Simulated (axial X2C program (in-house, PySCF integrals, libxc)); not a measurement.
PtH⁺: cheaper levels and CCSD(T), two-component

Calculated with an in-house all-electron X2C program for linear molecules (integrals from PySCF). Two-component (2c) means X2C with spin–orbit coupling and atomic mean-field two-electron Coulomb and Gaunt terms. Basis: Pt dyall-cv3z [13s14p9d6f4g], H dyall-v3z [6s2p1d] (cores contracted in-house); Gaussian nuclei, density fitting, unrestricted open shells. Masses: Pt 194.965 u, H 1.008 u.

State: Ω = 3 (⟨Sz⟩ = 0.97, ⟨Lz⟩ = 2.03 at HF); fragments Pt+ + H.

| level | Re (Å) | ωe (cm⁻¹) | De (eV) |
| --- | --- | --- | --- |
| PBE0 | 1.532 | 2345.0 | 3.15 |
| HF | 1.543 | 2313.5 | n/a |
| CCSD | 1.531 | 2346.2 | n/a |
| BLYP | 1.551 | 2242.8 | 3.37 |

Correlated methods: 10 electrons correlated (number of frozen shells: Pt 5 s, 4 p, 2 d, 1 f; H none), 224 virtual spin orbitals or spinors in MP2, 90 natural virtuals in coupled cluster.

CCSD(T), same Hamiltonian and basis:

Re = 1.533 Å, ωe = 2330.6 cm⁻¹; T1 = 0.026 (Lee–Taylor normalisation).

(1) Give the differences from CCSD(T) in the columns below.

The state is a single determinant with fixed occupations, the lowest that a limited PBE0 search found. Dissociation energies refer to the lowest single-determinant-based atoms at the same level and basis. De is not given where an atomic determinant may have missed its ground term or J level, or where the truncated virtual space spoils (T). Density functionals use the spin component along the axis (collinear). Coupled cluster ran in a truncated set of natural virtual spinors; the MP2 energy of the rest was added. (T) has no such correction and the atoms are truncated less, which lowers De at CCSD(T) by a hundredth of an eV or more. The functionals have no current-density term, which raises determinants with orbital currents, atoms included. With several unpaired electrons one determinant need not be a pure state. The lowest spin-free determinant has another configuration (M_S = 0, Λ = 0), so the order of states is uncertain and this need not be the ground state.

Results:

(1) 

```json
{"level": "PBE0", "ΔRe (Å)": "-0.001", "Δωe (cm⁻¹)": "14"}
{"level": "HF", "ΔRe (Å)": "0.010", "Δωe (cm⁻¹)": "-17"}
{"level": "CCSD", "ΔRe (Å)": "-0.002", "Δωe (cm⁻¹)": "16"}
{"level": "BLYP", "ΔRe (Å)": "0.018", "Δωe (cm⁻¹)": "-88"}
```
